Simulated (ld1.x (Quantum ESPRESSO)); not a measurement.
**What one change does to a pseudopotential (technetium, TM)**

ld1.x (Quantum ESPRESSO) 7.5 input, shortened:

```
&input
   title='Tc', zed=43., rel=1, dft='REVPBE', iswitch=3,
   config='[Kr] 4d5 5s1.5 5p0'
 /
 &inputp
   pseudotype=2, tm=.true., lloc=0,
   nlcc=.true., rcore=1.45
 /
3
5P  2  1   0.00   0.00  2.50  2.50  0.0
4D  3  2   5.00   0.00  1.50  1.50  0.0
5S  1  0   1.50   0.00  2.55  2.55  0.0
 &test
   configts(1)='4d5 5s1.5 5p0'
 /
```

Change: wave 5s (bound): rc 2.55 bohr becomes 5s (bound): rc 2.08 bohr.

Cutoffs: the cutoffs (Ry, on a coarse ladder) from which the occupation-weighted sum of valence levels, in a spherical-Bessel basis at the reference potential, stays within 10 and 1 mRy of its value at 400 Ry; they do not see the model core or the augmentation charge, which bear on the density cutoff. Errors are all-electron minus pseudo energies relative to the spin-unpolarised reference configuration.

Problem. Predict the effect on cutoff, ghosts and configuration errors.

Solution. The potential gets neither clearly harder nor softer (50 Ry and 60 Ry → 50 Ry and 60 Ry); the d channel sets the loose cutoff, while the largest relative change is in s, which becomes harder; of the 7 tests that both files solve, the error grows in 0 and shrinks in 7 by more than 15 % and 0.3 meV (median size 25.8 → 18.6 meV); neither file shows a bound ghost. Less of the atom is replaced, so other configurations are described better.

```csv
quantity,base,changed
"cutoff, loose",50 Ry,50 Ry
"cutoff, tight",60 Ry,60 Ry
loose cutoff by channel (10 mRy a level),"d 40 Ry, s 6 Ry","d 40 Ry, s 12 Ry"
bound ghosts,none,none
"error for 4d5 5s2 5p0, meV [ΔE -3.24 eV]",-0.9,0.0
"error for 4d5 5s1 5p0, meV [ΔE 4.82 eV]",-3.3,-2.0
"error for 4d5 5s0 5p0, meV [ΔE 19.52 eV]",-38,-27
"error for 4d5 5s0 5p2, meV [ΔE 4.42 eV]",-7.4,-5.3
"error for 4d4 5s2 5p0, meV [ΔE 8.36 eV]",-167,-103
"error for 4d5.5 5s1.5 5p0, meV [ΔE -3.89 eV]",-26,-19
"error for 4d6 5s0 5p0, meV [ΔE 2.77 eV]",-183,-141
```
